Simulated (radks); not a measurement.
The numbers below are computed, except where a source is named.
Task: Ionisation of Pm, [Xe] 4f5 6s2, to Pm+, [Xe] 4f5 6s1, under several functionals. Scalar-relativistic Kohn-Sham, spin-polarised, spherical densities, finite nucleus; open shells are filled with parallel spins first (spin-orbit coupling, left out, can overturn this in heavy ions); a radial shooting solver on a logarithmic mesh with Libxc functionals. Known Delta-SCF values: BLYP 5.540 eV. What does exchange-only PBE give, and what is its highest occupied eigenvalue?

Result: 4.898 eV by Delta-SCF; the 4f eigenvalue is -2.255 eV. NIST: 5.582 eV (measured).
